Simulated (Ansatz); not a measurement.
Basis-set series for `[F][Ge]([Cl])([Cl])[Cl]`. Total charge 0; spin multiplicity 1. All single points use the PBE0-D4/def2-TZVP geometry.

| atom | x (Å) | y (Å) | z (Å) |
| --- | --- | --- | --- |
| F1 | 1.655 | 0.515 | -0.258 |
| Ge2 | 0.039 | 0.012 | -0.006 |
| Cl3 | -0.372 | -1.529 | -1.382 |
| Cl4 | -0.114 | -0.677 | 1.978 |
| Cl5 | -1.207 | 1.679 | -0.332 |

```
functional       basis  functions  energy (Eh)  HOMO (eV)  LUMO (eV)
   PBE0-D4    def2-SVP        100  -3556.03725      -9.70      -1.87
   PBE0-D4  def2-TZVPP        205  -3556.90623      -9.82      -2.05
   ωB97M-V    def2-SVP        100  -3556.64676     -11.90       0.38
   ωB97M-V  def2-TZVPP        205  -3557.51027     -12.08       0.07
```

Problem. Give the rows for def2-QZVPP. (An estimate is asked.)

Solution. Computed: 
```tsv
functional	basis	functions	energy (Eh)	HOMO (eV)	LUMO (eV)
PBE0-D4	def2-QZVPP	356	-3556.99694	-9.84	-2.13
ωB97M-V	def2-QZVPP	356	-3557.59732	-12.12	-0.08
```

Positive LUMOs are unbound and depend on the basis. Scalar relativity is left out up to krypton.
